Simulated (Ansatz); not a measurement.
`C[O][Ge][S]C`, charge 0, multiplicity 1.

**Question.** Give a relaxed structure at PBE0-D4/def2-TZVP (the Gaussian-basis code of Ansatz). (Estimate.)

**Answer.** The calculation gave: 
Z-matrix (Å, degrees):
```
C
O 1 1.408
H 1 1.094 2 109.6
H 1 1.094 2 109.6 3 -118.9
H 1 1.098 2 112.8 3 120.6
Ge 2 1.795 1 120.7 3 -120.6
S 6 2.227 2 97.9 1 -180.0
C 7 1.812 6 107.5 2 -0.0
H 8 1.090 7 108.6 6 -120.1
H 8 1.088 7 110.3 6 0.5
H 8 1.089 7 108.5 6 121.2
```
Point group Cs.
This is one stationary point; other conformers may exist.
